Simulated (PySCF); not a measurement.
# Polarisability and C₆ of Zn (zinc, neutral)

[Ar] 3d10 4s1 4p1, high-spin 3P determinant (an excited configuration). Computed with PySCF 2.14 in aug-cc-pVTZ-PP with one added diffuse shell each of s, p, d, f, g type with ECP10MDF (7s7p6d4f3g, 113 functions), with a scalar-relativistic core potential. Coupled (time-dependent) response in atomic units; α is the mean over directions.

```
method  mean α (bohr³)         α xx, yy, zz  C₆ (like pair)  S(−4)
   M06           89.57  63.15, 142.4, 63.15           700.6  11470
```

S(−4) is the Cauchy moment in α(ω) = α(0) + S(−4) ω² + …

α(iu) at M06:

```json
{"u (hartree)": "0", "α(iu) (bohr³)": "89.57"}
{"u (hartree)": "0.0500", "α(iu) (bohr³)": "70.77"}
{"u (hartree)": "0.100", "α(iu) (bohr³)": "48.40"}
{"u (hartree)": "0.200", "α(iu) (bohr³)": "25.55"}
{"u (hartree)": "0.300", "α(iu) (bohr³)": "16.00"}
{"u (hartree)": "0.500", "α(iu) (bohr³)": "8.330"}
{"u (hartree)": "0.750", "α(iu) (bohr³)": "4.878"}
{"u (hartree)": "1.00", "α(iu) (bohr³)": "3.350"}
{"u (hartree)": "1.50", "α(iu) (bohr³)": "1.992"}
{"u (hartree)": "2.00", "α(iu) (bohr³)": "1.382"}
{"u (hartree)": "3.00", "α(iu) (bohr³)": "0.8180"}
{"u (hartree)": "5.00", "α(iu) (bohr³)": "0.4067"}
```

A single London oscillator, α(iu) = α/(1 + u²/ω²), gives C₆ = (3/4) ω α². Matching the computed C₆ needs ω = 4 × 700.6 / (3 × 89.57²) = 0.116 hartree.

The components differ because the open shell of this determinant is not spherical; for a pure term their mean is the scalar polarisability.

Energies and moments cover only the electrons outside the core potential.
